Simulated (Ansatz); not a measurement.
One change: `BrC1=C[SiH2]1` becomes `FC1=C[SiH2]1`.

Ansatz, PBE0-D4/def2-TZVP geometries, multiplicity 1. 

Scalar relativity is left out up to krypton.

| property | `BrC1=C[SiH2]1` |
| --- | --- |
| LUMO energy (ωB97M-V/def2-TZVPP) / eV | 1.07 |
| LUMO energy (PBE/def2-TZVPP) / eV | -1.63 |
| ideal-gas entropy at 298 K and 1 bar (rigid rotor, harmonic PBE0-D4/def2-TZVP) / J/(mol·K) | 308 |
| HOMO energy (B3LYP/def2-TZVPP) / eV | -7.41 |
| HOMO–LUMO gap (PBE/def2-TZVPP) / eV | 4.84 |
| HOMO–LUMO gap (ωB97M-V/def2-TZVPP) / eV | 10.82 |

(1) Give the same properties after the change, and the shifts. (Estimate.)

Answers

(1) Ansatz gave: 
```json
{"property": "LUMO energy (ωB97M-V/def2-TZVPP) / eV", "`FC1=C[SiH2]1`": "1.39", "shift": "0.32"}
{"property": "LUMO energy (PBE/def2-TZVPP) / eV", "`FC1=C[SiH2]1`": "-1.20", "shift": "0.43"}
{"property": "ideal-gas entropy at 298 K and 1 bar (rigid rotor, harmonic PBE0-D4/def2-TZVP) / J/(mol·K)", "`FC1=C[SiH2]1`": "285", "shift": "-23"}
{"property": "HOMO energy (B3LYP/def2-TZVPP) / eV", "`FC1=C[SiH2]1`": "-7.83", "shift": "-0.42"}
{"property": "HOMO–LUMO gap (PBE/def2-TZVPP) / eV", "`FC1=C[SiH2]1`": "5.67", "shift": "0.83"}
{"property": "HOMO–LUMO gap (ωB97M-V/def2-TZVPP) / eV", "`FC1=C[SiH2]1`": "11.64", "shift": "0.82"}
```

With PBE0 the HOMO falls by 0.43 eV and the LUMO rises by 0.40 eV, so the gap widens by about 0.83 eV. PBE moves the HOMO by -0.40 eV and ωB97M-V by -0.50 eV.

B3LYP here is the variant with VWN-RPA as its local correlation; programs differ in this.

Spin–orbit coupling is left out; it splits and shifts lone-pair levels of the heavy atoms by tenths of an eV.
